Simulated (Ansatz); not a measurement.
Correlation energies of C₂H₇NSSi (`N=C([SiH3])CS`) by basis set

```xyz
12

N     0.729   -1.071    1.095
C     0.134   -0.400    0.201
Si    0.053   -1.157   -1.538
C    -0.519    0.953    0.400
S    -0.346    1.685    2.041
H     0.703   -0.563    1.990
H     0.760   -0.257   -2.490
H    -1.370   -1.237   -1.969
H     0.673   -2.500   -1.529
H    -0.164    1.655   -0.359
H    -1.597    0.855    0.235
H     0.945    2.037    1.923
```

The species carries charge 0 and has multiplicity 1. The geometry is a stationary point of PBE0-D4/def2-TZVP. It is one conformer, not always the lowest. Frozen core, restricted reference, Ansatz 0.2.0. CBS rows extrapolate triple and quadruple zeta; past MP2 they add the triple-zeta difference.

| basis | HF (Eh) | MP2 corr. |
| --- | --- | --- |
| def2-SVP | -820.37438 | -0.67044 |
| def2-TZVPP | -820.76884 | -0.83907 |
| def2-QZVPP | -820.79521 | -0.89915 |

Question: Estimate the CCSD correlation energy and the (T) correction in each basis where they were run (hartree).

Answer: 
```json
{"basis": "def2-SVP", "CCSD corr.": "-0.73329", "(T)": "-0.02476"}
{"basis": "def2-TZVPP", "CCSD corr.": "-0.89520", "(T)": "-0.04056"}
{"basis": "CBS(def2)", "CCSD corr.": "-0.99978", "(T)": "as TZ"}
```
